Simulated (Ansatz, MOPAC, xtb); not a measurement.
Spectroscopic constants of SeO+, multiplicity 2 (lowest of 2S+1 = 2, 4 at CCSD(T)/def2-TZVPP on PBE0 minima; our sources give no spin for the ground state, which may be another). No spin–orbit coupling. Se is treated without relativity. The T1 diagnostic near the minimum is 0.075, so single-reference values are doubtful.

Constants: fifth-degree fit in 1/R to seven points, most abundant isotopes. In def2 and cc sets the state is the lowest found near the PBE0 minimum, followed along R.

The state reached by PM7 isn't checked; PM7 holds dispersion and hydrogen-bond terms.

Programs: Ansatz (Gaussian orbitals); MOPAC for PM7 (differences of heats of formation); xtb for the GFN methods. Each number belongs to the level named beside it. The GFN methods have no spin term and hold the electronic entropy of 300 K.

| level | r_e (Å) | ω_e (cm⁻¹) | ω_e x_e (cm⁻¹) |
|---|---|---|---|
| PM7 | 1.546 | 938 | 1.8 |
| GFN1-xTB | 1.550 | 1072 | 3.9 |
| GFN2-xTB | 1.511 | 1036 | 4.7 |
| B97M-V/def2-TZVPP | 1.572 | 1108 | 4.6 |
| B3LYP/def2-TZVPP | 1.581 | 1090 | 4.7 |
| PBE0/def2-TZVPP | 1.569 | [?] | 4.3 |
| wB97X-V/def2-TZVPP | 1.564 | 1162 | 4.2 |
| wB97M-V/def2-TZVPP | [?] | [?] | 4.0 |

Question: Some entries are withheld; supply them.

Answer: 
- wB97M-V/def2-TZVPP, r_e (Å): 1.566
- wB97M-V/def2-TZVPP, ω_e (cm⁻¹): 1154
- PBE0/def2-TZVPP, ω_e (cm⁻¹): 1130

Ansatz is a program for electronic structure.
